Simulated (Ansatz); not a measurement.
Geometry optimisation, RKS PBE0-D4/def2-SVP in Ansatz 0.2.0.

Input:

```yaml
crystal:
  periodic: [false, false, false]
  atoms:
    - { symbol: Al, position_ang: [-0.031817, 0.22099, -0.139489] }
    - { symbol: F, position_ang: [-0.046517, 0.229027, 1.538951] }
    - { symbol: Cl, position_ang: [1.801376, 0.274752, -1.104693] }
    - { symbol: Cl, position_ang: [-1.836899, 0.365999, -1.148606] }
    - { symbol: Cl, position_ang: [0.135137, -2.881921, 1.296618] }
    - { symbol: H, position_ang: [0.13752, -1.809648, 2.087419] }
basis:
  gaussian: { orbitals: def2-SVP }
hamiltonian:
  xc: pbe0
  dispersion: d4
relax:
  f_tol: 0.03
  max_steps: 50
output:
  orbitals: {}
```

Launched with:

```bash
$ ansatz run input.yaml --threads 2 --pin off --max-ram 3072MiB --backend cpu --events-out ev --progress --plain --runs-dir out
```

Where does it end, and by what steps?

The run converged. After 9 steps the energy has fallen by 0.295 eV; Cl5 moved furthest, 0.63 Å. Joined: Al1–Cl5 (3.42 → 2.52 Å).

| step | energy less start (eV) | largest force component (eV/Å) | accepted |
| --- | --- | --- | --- |
| 0 | 0.0000 | 1.095 | yes |
| 1 | -0.0966 | 0.678 | yes |
| 2 | -0.1892 | 0.601 | yes |
| 3 | -0.2695 | 0.569 | yes |
| 4 | -0.2758 | 0.415 | yes |
| 5 | -0.2926 | 0.168 | yes |
| 6 | -0.2940 | 0.032 | yes |
| 7 | -0.2948 | 0.035 | yes |
| 8 | -0.2948 | 0.057 | no |
| 9 | -0.2952 | 0.024 | yes |

```xyz
6
Properties=species:S:1:pos:R:3
Al 0.015 -0.048 0.019
F 0.018 0.332 1.657
Cl 1.820 0.143 -1.008
Cl -1.807 0.081 -0.987
Cl 0.060 -2.416 0.883
H 0.054 -1.692 1.968
```

Run time: 24 s on 2 threads of Arm Neoverse V1, with other jobs on the host, peak memory 0.2 GiB.
